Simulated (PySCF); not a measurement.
Cl₂Te, triplet, geometry from GFN2-xTB (a higher spin typed on purpose: for a closed-shell molecule this is an excited state) (all electrons, no relativity), with bond 2-1 at 1.8 times its length; PySCF with CASSCF(6,5)/STO-3G.

The PySCF input:
```python
from pyscf import gto, scf, mcscf
import numpy

mol = gto.Mole()
mol.atom = '''
    Te   -0.03208338   -0.08450569    0.73865304
    Cl    2.00704288    2.58686680   -2.74194481
    Cl   -1.00262712   -1.14110213   -1.06439688
'''
mol.basis = 'sto-3g'
mol.spin = 2
mol.verbose = 4
mol.build()

mf = scf.ROHF(mol)
mf.kernel()
mc = mcscf.CASSCF(mf, 5, 6)
mc.fix_spin_(ss=2.0)
mc.kernel()
occ = numpy.linalg.eigvalsh(mc.fcisolver.make_rdm1(mc.ci, mc.ncas, mc.nelecas))[::-1]
ss = mc.fcisolver.spin_square(mc.ci, mc.ncas, mc.nelecas)[0]
print('natural occupations', occ.round(4), ' <S^2>', round(ss, 4))
```

Output, abridged:

```
PySCF version 2.14.0

[INPUT] verbose = 4
[INPUT] num. atoms = 3
[INPUT] num. electrons = 86
[INPUT] charge = 0
[INPUT] spin (= nelec alpha-beta = 2S) = 2
[INPUT] symmetry False subgroup None
[INPUT] Mole.unit = angstrom
[INPUT] Symbol           X                Y                Z      unit          X                Y                Z       unit  Magmom
[...]
nuclear repulsion = 329.829328045088
number of shells = 21
number of NR pGTOs = 135
number of NR cGTOs = 45
basis = sto-3g
ecp = {}

******** <class 'pyscf.scf.rohf.ROHF'> ********
method = ROHF
initial guess = minao
damping factor = 0
level_shift factor = 0
DIIS = <class 'pyscf.scf.diis.CDIIS'>
diis_start_cycle = 1
diis_space = 8
diis_damp = 0
SCF conv_tol = 1e-09
SCF conv_tol_grad = None
SCF max_cycles = 50
direct_scf = True
direct_scf_tol = 1e-13
num. doubly occ = 42  num. singly occ = 2
Set gradient conv threshold to 3.16228e-05
init E= -7434.95033659891
[...]
cycle= 1 E= -7456.05029489037  delta_E= -21.1  |g|= 0.168  |ddm|= 1.87
[...]
cycle= 2 E= -7455.89154954706  delta_E= 0.159  |g|= 0.119  |ddm|= 2.41
[...]
cycle= 3 E= -7456.05609032183  delta_E= -0.165  |g|= 0.149  |ddm|= 2.39
[...]
cycle= 4 E= -7456.07017411298  delta_E= -0.0141  |g|= 0.0835  |ddm|= 0.177
[...]
cycle= 5 E= -7455.88421150107  delta_E= 0.186  |g|= 0.144  |ddm|=  2.4
[...]
cycle= 6 E= -7455.88750778773  delta_E= -0.0033  |g|= 0.128  |ddm|= 0.0382
[...]
cycle= 7 E= -7456.07199069591  delta_E= -0.184  |g|= 0.0772  |ddm|= 2.39
[...]
cycle= 8 E= -7455.88621778481  delta_E= 0.186  |g|= 0.134  |ddm|= 2.39
[...]
cycle= 9 E= -7455.88767599064  delta_E= -0.00146  |g|= 0.128  |ddm|= 0.0578
[...]
cycle= 10 E= -7455.88618001472  delta_E= 0.0015  |g|= 0.135  |ddm|= 0.0387
[...]
cycle= 11 E= -7455.88350077446  delta_E= 0.00268  |g|= 0.147  |ddm|= 0.113
[...]
cycle= 12 E= -7456.0698865488  delta_E= -0.186  |g|= 0.0892  |ddm|= 2.39
[...]
cycle= 13 E= -7455.88637912108  delta_E= 0.184  |g|= 0.137  |ddm|= 2.39
[...]
cycle= 14 E= -7456.26441065704  delta_E= -0.378  |g|= 0.0362  |ddm|= 1.69
[...]
cycle= 15 E= -7456.26523976756  delta_E= -0.000829  |g|= 0.0235  |ddm|= 0.038
[...]
cycle= 16 E= -7456.26581287129  delta_E= -0.000573  |g|= 0.00689  |ddm|= 0.0493
[...]
cycle= 17 E= -7456.2658733204  delta_E= -6.04e-05  |g|= 0.00234  |ddm|= 0.0273
[...]
cycle= 18 E= -7456.2658737235  delta_E= -4.03e-07  |g|= 0.00232  |ddm|= 0.00129
[...]
cycle= 19 E= -7456.2658778989  delta_E= -4.18e-06  |g|= 0.00144  |ddm|= 0.00466
[...]
cycle= 20 E= -7456.26588015579  delta_E= -2.26e-06  |g|= 0.000622  |ddm|= 0.00444
[...]
cycle= 21 E= -7456.26588051263  delta_E= -3.57e-07  |g|= 0.000425  |ddm|= 0.00496
[...]
cycle= 22 E= -7456.26588168068  delta_E= -1.17e-06  |g|= 0.000227  |ddm|= 0.00359
[...]
cycle= 23 E= -7456.26588221701  delta_E= -5.36e-07  |g|= 0.000226  |ddm|= 0.00191
[...]
cycle= 24 E= -7456.26588328971  delta_E= -1.07e-06  |g|= 0.000225  |ddm|= 0.00383
[...]
cycle= 25 E= -7456.26588785303  delta_E= -4.56e-06  |g|= 0.00022  |ddm|= 0.0165
[...]
cycle= 26 E= -7456.26590732156  delta_E= -1.95e-05  |g|= 0.000204  |ddm|= 0.0759
[...]
cycle= 27 E= -7456.26592070835  delta_E= -1.34e-05  |g|= 0.000195  |ddm|= 0.0592
[...]
cycle= 28 E= -7456.26593712153  delta_E= -1.64e-05  |g|= 0.000146  |ddm|= 0.0853
[...]
cycle= 29 E= -7456.26596523272  delta_E= -2.81e-05  |g|= 0.00107  |ddm|=  0.3
[...]
cycle= 30 E= -7456.26596525902  delta_E= -2.63e-08  |g|= 0.00128  |ddm|= 0.0105
[...]
cycle= 31 E= -7456.2659653765  delta_E= -1.17e-07  |g|= 0.000954  |ddm|= 0.000835
[...]
cycle= 32 E= -7456.26596547685  delta_E= -1e-07  |g|= 0.00074  |ddm|= 0.00386
[...]
cycle= 33 E= -7456.2659655862  delta_E= -1.09e-07  |g|= 0.000308  |ddm|= 0.00706
[...]
cycle= 34 E= -7456.26596559963  delta_E= -1.34e-08  |g|= 3.59e-05  |ddm|= 0.00159
[...]
cycle= 35 E= -7456.26596560587  delta_E= -6.24e-09  |g|= 3.95e-06  |ddm|= 0.00438
[...]
cycle= 36 E= -7456.26596560589  delta_E= -2.36e-11  |g|= 8.35e-07  |ddm|= 0.000155
[...]
[...]
converged SCF energy = -7456.2659656059
CASCI E = -7456.27827643162  S^2 = 2.0000000
[...]
macro iter  32 (  5 JK    2 micro), CASSCF E = -7456.28237914851  dE = -7.03292972e-06  S^2 = 2.0000000
               |grad[o]|=0.000195  |grad[c]|=0.000581  |ddm|=0.000736  |maxRot[o]|= 0.03
macro iter  33 (  5 JK    1 micro), CASSCF E = -7456.28239640847  dE = -1.72599557e-05  S^2 = 2.0000000
               |grad[o]|=0.000233  |grad[c]|=0.00304  |ddm|=0.00141  |maxRot[o]|= 0.06
macro iter  34 (  6 JK    2 micro), CASSCF E = -7456.28241378016  dE = -1.73716890e-05  S^2 = 2.0000000
               |grad[o]|=0.000306  |grad[c]|=0.00102  |ddm|=0.00127  |maxRot[o]|= 0.05
macro iter  35 (  6 JK    2 micro), CASSCF E = -7456.28243353969  dE = -1.97595327e-05  S^2 = 2.0000000
               |grad[o]|=0.000363  |grad[c]|=0.00097  |ddm|=0.00151  |maxRot[o]|= 0.05
macro iter  36 (  7 JK    2 micro), CASSCF E = -7456.28246463868  dE = -3.10989926e-05  S^2 = 2.0000000
               |grad[o]|=0.000423  |grad[c]|=0.00159  |ddm|=0.00267  |maxRot[o]|=0.0699
macro iter  37 (  7 JK    2 micro), CASSCF E = -7456.28249919024  dE = -3.45515600e-05  S^2 = 2.0000000
               |grad[o]|=0.000504  |grad[c]|=0.00139  |ddm|=0.00322  |maxRot[o]|=0.0699
macro iter  38 (  7 JK    2 micro), CASSCF E = -7456.28253681794  dE = -3.76276976e-05  S^2 = 2.0000000
               |grad[o]|=0.000581  |grad[c]|=0.0012  |ddm|=0.00383  |maxRot[o]|=0.0699
macro iter  39 (  7 JK    2 micro), CASSCF E = -7456.28257756160  dE = -4.07436646e-05  S^2 = 2.0000000
               |grad[o]|=0.000655  |grad[c]|=0.00104  |ddm|=0.00443  |maxRot[o]|=0.0699
macro iter  40 (  7 JK    2 micro), CASSCF E = -7456.28262189875  dE = -4.43371455e-05  S^2 = 2.0000000
               |grad[o]|=0.000724  |grad[c]|=0.000912  |ddm|=0.00503  |maxRot[o]|=0.0699
macro iter  41 (  7 JK    2 micro), CASSCF E = -7456.28267067553  dE = -4.87767775e-05  S^2 = 2.0000000
               |grad[o]|=0.000795  |grad[c]|=0.00083  |ddm|=0.00561  |maxRot[o]|=0.0699
macro iter  42 ( 12 JK    3 micro), CASSCF E = -7456.28278901933  dE = -1.18343803e-04  S^2 = 2.0000000
               |grad[o]|=0.000872  |grad[c]|=0.00389  |ddm|=0.0167  |maxRot[o]|=0.149
macro iter  43 ( 12 JK    3 micro), CASSCF E = -7456.28293606062  dE = -1.47041288e-04  S^2 = 2.0000000
               |grad[o]|=0.00121  |grad[c]|=0.00379  |ddm|=0.0172  |maxRot[o]|=0.149
macro iter  44 ( 21 JK    4 micro), CASSCF E = -7456.28296882674  dE = -3.27661228e-05  S^2 = 2.0000000
               |grad[o]|=0.00119  |grad[c]|=0.0168  |ddm|=0.0111  |maxRot[o]|=0.196
macro iter  45 ( 12 JK    3 micro), CASSCF E = -7456.28314770599  dE = -1.78879248e-04  S^2 = 2.0000000
               |grad[o]|=0.00159  |grad[c]|=0.0173  |ddm|=0.0051  |maxRot[o]|=0.109
macro iter  46 ( 21 JK    4 micro), CASSCF E = -7456.28321103446  dE = -6.33284662e-05  S^2 = 2.0000000
               |grad[o]|=0.00157  |grad[c]|=0.0041  |ddm|=0.00623  |maxRot[o]|=0.0524
macro iter  47 ( 21 JK    4 micro), CASSCF E = -7456.28325719100  dE = -4.61565496e-05  S^2 = 2.0000000
               |grad[o]|=0.000753  |grad[c]|=0.00264  |ddm|=0.00444  |maxRot[o]|=0.0569
macro iter  48 ( 20 JK    4 micro), CASSCF E = -7456.28326721999  dE = -1.00289826e-05  S^2 = 2.0000000
               |grad[o]|=0.000531  |grad[c]|=0.002  |ddm|=0.00243  |maxRot[o]|=0.0613
macro iter  49 ( 20 JK    4 micro), CASSCF E = -7456.28328513358  dE = -1.79135959e-05  S^2 = 2.0000000
               |grad[o]|=0.000509  |grad[c]|=0.00264  |ddm|=0.0056  |maxRot[o]|=0.0317
macro iter  50 ( 19 JK    4 micro), CASSCF E = -7456.28330225933  dE = -1.71257425e-05  S^2 = 2.0000000
               |grad[o]|=0.000398  |grad[c]|=0.000383  |ddm|=0.000905  |maxRot[o]|=0.0544
1-step CASSCF not converged,  50 macro (705 JK 151 micro) steps
CASSCF canonicalization
Density matrix diagonal elements [1.96000421 1.99137766 1.00000006 1.00787433 0.04074373]
CASSCF energy = -7456.28330225933
CASCI E = -7456.28330225933  E(CI) = -6.50694599420785  S^2 = 2.0000000
natural occupations [1.9931 1.9599 1.0062 1.     0.0407]  <S^2> 2.0
```

The run did not converge; its last values are not results.
